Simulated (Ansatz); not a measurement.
C2H9NO2Zr (`C[O][Zr]([CH3])([NH2])[OH]`), relaxed with RKS PBE0-D4/def2-TZVP in the Gaussian-basis code of Ansatz from a GFN2-xTB geometry. The force threshold is 0.005 eV/Å; the program also tests the step.

Charge 0, multiplicity 1. Zr: def2 effective core potential.

Start:

```xyz
15

C    -0.721   -2.202   -0.536
O     0.369   -1.459   -0.066
Zr    0.032    0.407    0.105
C     1.784    1.345    1.134
N    -0.315    1.314   -1.686
O    -1.417    0.536    1.325
H    -1.557   -1.539   -0.869
H    -0.411   -2.828   -1.389
H    -1.096   -2.874    0.256
H     2.461    1.866    0.438
H     1.462    2.079    1.891
H     2.375    0.571    1.656
H    -0.607    0.768   -2.506
H    -0.845    2.192   -1.726
H    -1.515   -0.176    1.972
```

| step | energy (eV) | largest force (eV/Å) | largest move (Å) |
| --- | --- | --- | --- |
| 1 | -9083.5242 | 1.538 | 0.000 |
| 2 | -9083.7131 | 1.149 | 0.192 |
| 3 | -9083.7671 | 1.205 | 0.163 |
| 4 | -9083.8785 | 0.555 | 0.200 |
| 5 | -9083.9463 | 0.647 | 0.193 |
| 6 | -9084.0099 | 0.279 | 0.200 |
| 7 | -9084.0572 | 0.187 | 0.200 |
| 8 | -9084.0824 | 0.380 | 0.195 |
| 9 (rejected) | -9084.0748 | 0.759 | 0.192 |
| 10 | -9084.0984 | 0.221 | 0.096 |
| 11 | -9084.1110 | 0.095 | 0.100 |
| 14 (rejected) | -9084.1205 | 0.199 | 0.080 |
| 17 | -9084.1249 | 0.020 | 0.040 |
| 20 | -9084.1257 | 0.011 | 0.007 |
| 23 | -9084.1257 | 0.016 | 0.028 |
| 26 | -9084.1258 | 0.033 | 0.030 |
| 29 | -9084.1260 | 0.013 | 0.034 |
| 32 (rejected) | -9084.1258 | 0.089 | 0.072 |
| 35 | -9084.1262 | 0.020 | 0.006 |
| 38 (rejected) | -9084.1261 | 0.080 | 0.064 |
| 41 | -9084.1265 | 0.021 | 0.008 |
| 44 (rejected) | -9084.1103 | 0.554 | 0.044 |
| 47 | -9084.1266 | 0.007 | 0.032 |
| 50 | -9084.1267 | 0.001 | 0.006 |

End:

```xyz
15

C    -0.408   -2.618   -0.633
O    -0.331   -1.263   -0.338
Zr   -0.347    0.573    0.213
C     1.750    0.963    0.904
N    -0.641    1.782   -1.404
O    -1.494    1.111    1.671
H    -1.125   -2.797   -1.441
H     0.570   -2.996   -0.951
H    -0.728   -3.192    0.244
H     2.480    0.749    0.115
H     1.888    2.008    1.204
H     2.003    0.335    1.767
H    -0.436    1.548   -2.365
H    -1.070    2.697   -1.383
H    -2.111    1.102    2.396
```

Hardware: 2 threads of an AMD EPYC 7R13 on a shared host and a share of an NVIDIA H100 80 GB. Wall time 74 s, peak host memory 0.91 GiB.
